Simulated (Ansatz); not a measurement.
System: HgI (charge 0, doublet). The spin state was set by rule; other spins were not relaxed. 
Geometry from a B3LYP-D3(BJ)/def2-TZVP (Ansatz, a quantum-chemistry and plane-wave program) optimisation:
```xyz
2

Hg     0.0000     0.0000    -1.1303
I      0.0000     0.0000     1.7061
```
Charge 0, spin multiplicity 2.

Total electronic energies in hartree. Correlated levels leave the core frozen unless marked. Open shells are spin-unrestricted. Spin-orbit coupling is left out. The frozen core is the preceding noble-gas configuration, with the filled d and f shells of earlier blocks. Past Kr the def2 sets carry scalar-relativistic core potentials. CBS marks a two-point X^-3 extrapolation of the correlation energy; Hartree-Fock from the larger set.

```tsv
level	program	energy (Eh)
HF/def2-SVP	Ansatz	-449.20437
HF/def2-TZVPP	Ansatz	-449.22256
HF/def2-QZVPP	Ansatz	-449.22432
SVWN5/def2-TZVPD	Ansatz	-450.59858
B97M-V/def2-TZVPD	Ansatz	-451.19596
B3LYP-D3(BJ)/def2-TZVPD	Ansatz + dftd3	-451.37966
PBE0/def2-QZVPP	Ansatz	-451.23416
BHLYP-D4/def2-TZVPD	Ansatz + dftd4	-451.05105
CAM-B3LYP/def2-TZVPD	Ansatz	-451.18148
LC-wPBE-D4/def2-TZVPD	Ansatz + dftd4	-451.27024
wB97M-V/def2-TZVPD	Ansatz	-451.11485
B2PLYP-D4/def2-TZVPD	Ansatz + dftd4	-450.72159
MP2/def2-SVP	Ansatz	-449.58305
MP2/def2-TZVPP	Ansatz	-449.77373
MP2/def2-QZVPP	Ansatz	-449.81938
MP2/CBS(def2-TZVPPD,def2-QZVPPD)	Ansatz	-449.8507
RI-MP2/def2-TZVPP	Ansatz	-449.77369
RI-MP2/CBS(def2-TZVPPD,def2-QZVPPD)	Ansatz	-449.8507
CCSD/def2-SVP	Ansatz	-449.57928
CCSD/def2-QZVPPD	Ansatz	-449.79689
CCSD/CBS(def2-TZVPP,def2-QZVPP)	Ansatz	-449.8251
CCSD(T)/def2-TZVPPD	Ansatz	-449.77926
CCSD(T)/CBS(def2-TZVPPD,def2-QZVPPD)	Ansatz	-449.8545
```

Totals of different functionals don't rank their quality; only differences between species are comparable.
